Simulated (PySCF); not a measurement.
ammonia (H3N), singlet, geometry from GFN2-xTB; BLYP/aug-cc-pVDZ, TDDFT (PySCF).

Input for PySCF:
```python
from pyscf import gto, scf, dft, tdscf

mol = gto.M(
    atom='''
N    -0.000889    0.002201    0.110024
H     0.015877    0.938466   -0.275490
H     0.812490   -0.488757   -0.240501
H    -0.822147   -0.465118   -0.254176
''',
    basis='aug-cc-pvdz',
    charge=0,
    spin=0,
    verbose=3,
)

mf = dft.RKS(mol)
mf.xc = 'blyp'
mf.kernel()
td = mf.TDDFT()
td.nstates = 10
td.kernel()
td.analyze()
```

Write the output that PySCF gives for this input, abridged.


```
converged SCF energy = -56.5424711691287
Excitation energies (eV)
[ 5.31235359  6.50198959  6.50207024  8.43608694  9.0698949   9.43056434
  9.43068956 10.05224319 10.05228357 10.59641007]

** Singlet excitation energies and oscillator strengths **
Excited State   1:      5.31235 eV    233.39 nm  f=0.0701
Excited State   2:      6.50199 eV    190.69 nm  f=0.0037
Excited State   3:      6.50207 eV    190.68 nm  f=0.0037
Excited State   4:      8.43609 eV    146.97 nm  f=0.0003
Excited State   5:      9.06989 eV    136.70 nm  f=0.0268
Excited State   6:      9.43056 eV    131.47 nm  f=0.0173
Excited State   7:      9.43069 eV    131.47 nm  f=0.0173
Excited State   8:     10.05224 eV    123.34 nm  f=0.0084
Excited State   9:     10.05228 eV    123.34 nm  f=0.0084
Excited State  10:     10.59641 eV    117.01 nm  f=0.0869
```
